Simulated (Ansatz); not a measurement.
Relaxation of the cluster Li5Al2 with UKS r2SCAN-D4/def2-TZVP.

```sh
$ ansatz run in.yaml --threads 4 --pin off --events-out ev --progress --plain --max-ram 3916MiB
```

```yaml
crystal:
  periodic: [false, false, false]
  atoms:
    - {symbol: Al, position_ang: [-0.973140, -1.248030, 0.354150]}
    - {symbol: Al, position_ang: [-0.070960, -1.080280, 2.745180]}
    - {symbol: Li, position_ang: [-0.468580, 1.319130, 1.064230]}
    - {symbol: Li, position_ang: [-1.504120, 0.688160, -1.563860]}
    - {symbol: Li, position_ang: [0.469230, -0.868590, -2.006920]}
    - {symbol: Li, position_ang: [0.933190, 1.593600, -1.095530]}
    - {symbol: Li, position_ang: [1.614380, -0.403990, 0.502750]}
basis:
  gaussian: {orbitals: def2-TZVP}
magnetization: {spin_polarized: true, initial_magnetization: 1}
hamiltonian: {xc: r2scan, dispersion: d4}
scf: {lower_state_search: "off"}
output: {orbitals: {seedname: orbitals}}
relax: {f_tol: 0.02, max_steps: 100}
```

It took 72 s on 4 threads of Intel Xeon Platinum 8488C on a shared host.

Positions (Å) and forces (eV/Å) at steps 1, 2, 3, 4, 5, 6, 7, 8, 9, 10, 11, 12, 13, 14, 15, 16, 17, 18, 19, 20 of 20:

```xyz
7
step=1 energy=-14213.9987 eV
Al   -0.973   -1.248    0.354    0.241    0.376   -0.354
Al   -0.071   -1.080    2.745   -0.048   -0.045    0.024
Li   -0.469    1.319    1.064   -0.382    0.079    0.638
Li   -1.504    0.688   -1.564   -0.698    0.014   -0.011
Li    0.469   -0.869   -2.007    0.094   -0.610   -0.226
Li    0.933    1.594   -1.096    0.416    0.578   -0.505
Li    1.614   -0.404    0.503    0.376   -0.393    0.434
7
step=2 energy=-14214.4870 eV
Al   -0.898   -1.142    0.272    0.221    0.307   -0.186
Al   -0.094   -1.093    2.724   -0.067   -0.045   -0.057
Li   -0.558    1.356    1.233   -0.090    0.009    0.254
Li   -1.674    0.688   -1.577   -0.246   -0.028    0.008
Li    0.480   -1.016   -2.068   -0.004   -0.214   -0.059
Li    1.012    1.707   -1.208    0.058    0.065   -0.156
Li    1.731   -0.499    0.623    0.127   -0.095    0.196
7
step=3 energy=-14214.6435 eV
Al   -0.795   -1.000    0.188    0.101    0.148    0.004
Al   -0.131   -1.118    2.686   -0.048   -0.018   -0.115
Li   -0.572    1.381    1.355   -0.024    0.055    0.170
Li   -1.780    0.683   -1.591   -0.150    0.014   -0.046
Li    0.480   -1.103   -2.111    0.036   -0.106   -0.105
Li    0.994    1.672   -1.248   -0.031   -0.068   -0.034
Li    1.805   -0.514    0.721    0.116   -0.025    0.127
7
step=4 energy=-14214.7770 eV
Al   -0.704   -0.842    0.118    0.062    0.188   -0.002
Al   -0.160   -1.134    2.620   -0.001   -0.025   -0.119
Li   -0.566    1.444    1.524   -0.045    0.052    0.129
Li   -1.908    0.680   -1.660   -0.071   -0.031   -0.043
Li    0.494   -1.191   -2.210    0.020   -0.009   -0.015
Li    0.930    1.563   -1.238   -0.032   -0.164    0.009
Li    1.914   -0.520    0.846    0.068   -0.010    0.041
7
step=5 energy=-14214.8824 eV
Al   -0.650   -0.663    0.073    0.011    0.338    0.160
Al   -0.147   -1.156    2.543    0.056    0.044   -0.116
Li   -0.597    1.507    1.671   -0.065   -0.141   -0.032
Li   -1.995    0.656   -1.737   -0.108    0.001   -0.023
Li    0.510   -1.237   -2.243    0.125   -0.009   -0.014
Li    0.885    1.431   -1.209   -0.006   -0.194    0.077
Li    1.994   -0.538    0.900   -0.014   -0.038   -0.052
7
step=6 energy=-14214.9536 eV
Al   -0.627   -0.470    0.077    0.096   -0.160    0.006
Al   -0.108   -1.140    2.497    0.040    0.065   -0.081
Li   -0.650    1.486    1.726   -0.089    0.102    0.091
Li   -2.069    0.652   -1.777   -0.054    0.058   -0.026
Li    0.566   -1.260   -2.248    0.040   -0.062    0.086
Li    0.861    1.314   -1.169    0.024    0.095    0.011
Li    2.027   -0.581    0.894   -0.056   -0.098   -0.087
7
step=7 energy=-14214.9888 eV
Al   -0.601   -0.427    0.063   -0.052   -0.100    0.086
Al   -0.050   -1.085    2.470    0.001    0.085    0.007
Li   -0.781    1.545    1.801   -0.022   -0.092   -0.049
Li   -2.094    0.674   -1.798    0.011    0.011    0.006
Li    0.642   -1.301   -2.168   -0.040   -0.060   -0.030
Li    0.841    1.321   -1.136    0.070    0.222   -0.046
Li    2.043   -0.727    0.768    0.033   -0.066    0.027
7
step=8 energy=-14215.0121 eV
Al   -0.574   -0.445    0.075    0.038   -0.006   -0.010
Al   -0.006   -1.010    2.497    0.046    0.064    0.031
Li   -0.897    1.535    1.783   -0.006   -0.082   -0.064
Li   -2.062    0.678   -1.795    0.011    0.003    0.027
Li    0.602   -1.302   -2.178   -0.005   -0.025    0.000
Li    0.857    1.387   -1.118    0.040    0.041    0.062
Li    2.080   -0.843    0.738   -0.124    0.005   -0.046
7
step=9 energy=-14215.0472 eV
Al   -0.529   -0.502    0.086    0.061    0.031   -0.093
Al    0.087   -0.862    2.549    0.059    0.072    0.018
Li   -1.061    1.507    1.675   -0.020   -0.036   -0.009
Li   -2.005    0.690   -1.762   -0.004    0.010    0.036
Li    0.554   -1.297   -2.201    0.007    0.003   -0.047
Li    0.881    1.469   -0.991   -0.012   -0.088    0.075
Li    2.074   -1.005    0.644   -0.091    0.008    0.019
7
step=10 energy=-14215.0822 eV
Al   -0.471   -0.539    0.068    0.017   -0.051   -0.016
Al    0.182   -0.697    2.573    0.038    0.093   -0.071
Li   -1.228    1.469    1.588    0.012   -0.049    0.010
Li   -1.991    0.726   -1.695    0.006   -0.004    0.008
Li    0.521   -1.284   -2.281   -0.012    0.024   -0.012
Li    0.909    1.457   -0.877    0.017   -0.017    0.049
Li    2.078   -1.133    0.624   -0.078    0.004    0.032
7
step=11 energy=-14215.1120 eV
Al   -0.467   -0.606    0.055    0.034    0.004    0.038
Al    0.278   -0.525    2.566    0.020    0.067   -0.126
Li   -1.323    1.425    1.531   -0.003   -0.035    0.015
Li   -1.968    0.734   -1.673   -0.008   -0.003   -0.014
Li    0.491   -1.241   -2.345   -0.008    0.012    0.008
Li    0.933    1.440   -0.754    0.000   -0.025    0.058
Li    2.055   -1.226    0.620   -0.036   -0.020    0.021
7
step=12 energy=-14215.1408 eV
Al   -0.465   -0.635    0.045    0.015    0.022    0.060
Al    0.379   -0.366    2.518    0.021    0.054   -0.133
Li   -1.417    1.387    1.513   -0.001   -0.046    0.006
Li   -1.956    0.732   -1.683   -0.008   -0.007   -0.014
Li    0.471   -1.215   -2.373   -0.003    0.005    0.002
Li    0.950    1.433   -0.629    0.016   -0.017    0.062
Li    2.038   -1.336    0.608   -0.040   -0.010    0.017
7
step=13 energy=-14215.1714 eV
Al   -0.483   -0.651    0.042    0.017    0.024    0.041
Al    0.477   -0.218    2.443    0.018    0.048   -0.103
Li   -1.500    1.344    1.508    0.003   -0.043    0.006
Li   -1.951    0.728   -1.701   -0.008   -0.009   -0.014
Li    0.458   -1.199   -2.383   -0.001   -0.005   -0.006
Li    0.983    1.413   -0.499    0.014   -0.004    0.065
Li    2.015   -1.418    0.591   -0.042   -0.011    0.011
7
step=14 energy=-14215.1980 eV
Al   -0.492   -0.648    0.028    0.009    0.006    0.032
Al    0.573   -0.074    2.354   -0.002    0.018   -0.073
Li   -1.558    1.295    1.511   -0.009   -0.021    0.008
Li   -1.961    0.712   -1.729   -0.001   -0.011   -0.007
Li    0.447   -1.209   -2.400   -0.009    0.003    0.007
Li    1.019    1.418   -0.341    0.029    0.016    0.027
Li    1.973   -1.494    0.577   -0.018   -0.010    0.005
7
step=15 energy=-14215.1972 eV rejected
Al   -0.476   -0.605    0.015    0.026    0.053    0.084
Al    0.661    0.079    2.271   -0.072   -0.063   -0.056
Li   -1.687    1.209    1.562    0.118   -0.038   -0.036
Li   -1.973    0.660   -1.777   -0.019    0.016    0.014
Li    0.390   -1.190   -2.420    0.030   -0.031   -0.011
Li    1.155    1.442   -0.239   -0.042   -0.001   -0.011
Li    1.929   -1.596    0.587   -0.041    0.065    0.015
7
step=16 energy=-14215.2039 eV
Al   -0.495   -0.634    0.021    0.017    0.012   -0.007
Al    0.609   -0.015    2.300    0.006    0.000    0.011
Li   -1.581    1.265    1.514   -0.030    0.015    0.015
Li   -1.976    0.687   -1.746   -0.004   -0.004   -0.008
Li    0.436   -1.217   -2.397   -0.005   -0.004   -0.008
Li    1.064    1.438   -0.261    0.003    0.002   -0.003
Li    1.944   -1.524    0.568    0.013   -0.020   -0.001
7
step=17 energy=-14215.2084 eV
Al   -0.470   -0.598    0.008   -0.028   -0.036    0.011
Al    0.610   -0.015    2.304   -0.005   -0.004   -0.007
Li   -1.598    1.262    1.530   -0.012   -0.009    0.006
Li   -1.996    0.668   -1.765   -0.002    0.002    0.005
Li    0.416   -1.240   -2.417    0.003   -0.001    0.006
Li    1.092    1.463   -0.234    0.044    0.063   -0.025
Li    1.946   -1.541    0.574   -0.001   -0.015    0.004
7
step=18 energy=-14215.1924 eV rejected
Al   -0.415   -0.520   -0.023   -0.056   -0.064    0.019
Al    0.627    0.006    2.292   -0.009    0.019   -0.064
Li   -1.659    1.222    1.577    0.092   -0.036   -0.051
Li   -2.041    0.650   -1.783    0.038    0.002    0.025
Li    0.404   -1.291   -2.444   -0.001    0.033    0.041
Li    1.156    1.555   -0.221   -0.014   -0.037    0.038
Li    1.927   -1.622    0.601   -0.050    0.083   -0.007
7
step=19 energy=-14215.2084 eV
Al   -0.467   -0.593    0.006   -0.009   -0.007    0.000
Al    0.619   -0.001    2.293   -0.001    0.004   -0.010
Li   -1.616    1.247    1.540    0.024   -0.006   -0.012
Li   -1.999    0.671   -1.761    0.009    0.001    0.005
Li    0.422   -1.243   -2.414    0.000    0.008    0.008
Li    1.105    1.481   -0.241   -0.013   -0.020    0.011
Li    1.937   -1.563    0.578   -0.009    0.021   -0.002
7
step=20 energy=-14215.2091 eV
Al   -0.475   -0.604    0.010   -0.001    0.001   -0.002
Al    0.618   -0.002    2.293    0.000    0.002   -0.001
Li   -1.610    1.250    1.535    0.011   -0.002   -0.005
Li   -1.992    0.676   -1.757    0.004   -0.001    0.000
Li    0.426   -1.235   -2.409   -0.002    0.003    0.002
Li    1.095    1.471   -0.249   -0.008   -0.014    0.007
Li    1.938   -1.556    0.577   -0.004    0.011   -0.001
```

The charge 0 doublet is spin-contaminated (final ⟨S²⟩ up to 0.85, 0.75 for a pure state). The relaxation made no stability test and no search for a lower SCF solution. The structure comes from a short search, and lower isomers may exist.
